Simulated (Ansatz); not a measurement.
```yaml
crystal:
  periodic: [false, false, false]
  atoms:
    - {symbol: C, position_ang: [-1.229484, 1.324479, -0.269257]}
    - {symbol: Si, position_ang: [-0.507509, -0.603913, -0.105083]}
    - {symbol: N, position_ang: [-0.083433, -0.840147, -1.788214]}
    - {symbol: Ge, position_ang: [1.371888, -0.417388, 1.529997]}
    - {symbol: H, position_ang: [-2.211470, 1.329598, -0.934207]}
    - {symbol: H, position_ang: [-1.444994, 1.712312, 0.744531]}
    - {symbol: H, position_ang: [-0.476318, 2.124870, -0.553103]}
    - {symbol: H, position_ang: [-1.419418, -1.374430, 0.382745]}
    - {symbol: H, position_ang: [0.012983, -1.845386, -1.956769]}
    - {symbol: H, position_ang: [0.689988, -0.242320, -2.256646]}
    - {symbol: H, position_ang: [2.014057, -1.663701, 1.480455]}
    - {symbol: H, position_ang: [2.359708, 0.622922, 0.882774]}
    - {symbol: H, position_ang: [0.882923, 0.063015, 2.841881]}
basis:
  gaussian: {orbitals: "6-31G*", fitting: {mean_field: def2-universal-jkfit}}
hamiltonian: {xc: {name: LC-wPBE}}
```

```sh
$ ansatz run in.yaml --threads 4 --pin off --events-out ev --progress --plain --max-ram 10444MiB
```

Shortened log:

```
Functional definition: LC-wPBE
708 factors; integrals over basis functions are off by at most 8.5e-2 eV
708 factors; integrals over basis functions are off by at most 1.4e-6 eV
mean field evaluation 1: about -67044.9729 eV, gradient 4.6e1 eV
mean field evaluation 2: about -67045.9196 eV, gradient 4.2e1 eV
mean field evaluation 4: about -67049.2387 eV, gradient 1.7e0 eV
mean field evaluation 8: about -67049.2524 eV, gradient 8.6e-2 eV
mean field evaluation 16: about -67049.2524 eV, gradient 3.0e-5 eV
mean field -67049.25244814 eV, -2464.0145798535 hartree, gradient 3.0e-5 eV, S^2 0.000000; 0 other end points of the search recorded, 0 dependent functions left out
reference -67049.25244815 eV, -2464.0145798538 hartree; 34, 34 occupied and 68, 68 virtual orbitals, 708 factors
Total energy: -67049.25244815 eV, -2464.0145798538 hartree
```

Hardware: 4 threads of an AMD EPYC 7B13 on a shared host. Wall time 1.1 s, peak host memory 0.24 GiB.
